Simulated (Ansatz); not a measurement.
Basis-set series for CH₄F₂SSi (`CS[SiH](F)F`). Total charge 0; spin multiplicity 1. Geometry: relaxed with PBE0-D4/def2-TZVP. It is one conformer, not always the lowest.

```json
{"functional": "PBE0-D4", "basis": "def2-SVP", "functions": "98", "energy (Eh)": "-927.13097", "HOMO (eV)": "-7.52", "LUMO (eV)": "0.32"}
{"functional": "PBE0-D4", "basis": "def2-QZVPP", "functions": "431", "energy (Eh)": "-927.71940", "HOMO (eV)": "-7.62", "LUMO (eV)": "-0.40"}
{"functional": "ωB97M-V", "basis": "def2-SVP", "functions": "98", "energy (Eh)": "-927.50878", "HOMO (eV)": "-9.70", "LUMO (eV)": "2.36"}
{"functional": "ωB97M-V", "basis": "def2-QZVPP", "functions": "431", "energy (Eh)": "-928.10158", "HOMO (eV)": "-9.83", "LUMO (eV)": "1.24"}
```

Problem. Give the rows for def2-TZVPP. (An estimate is asked.)

Solution. Ansatz gave: 
| functional | basis | functions | energy (Eh) | HOMO (eV) | LUMO (eV) |
| --- | --- | --- | --- | --- | --- |
| PBE0-D4 | def2-TZVPP | 233 | -927.68339 | -7.59 | -0.19 |
| ωB97M-V | def2-TZVPP | 233 | -928.06764 | -9.80 | 1.70 |

Positive LUMOs are unbound and depend on the basis.
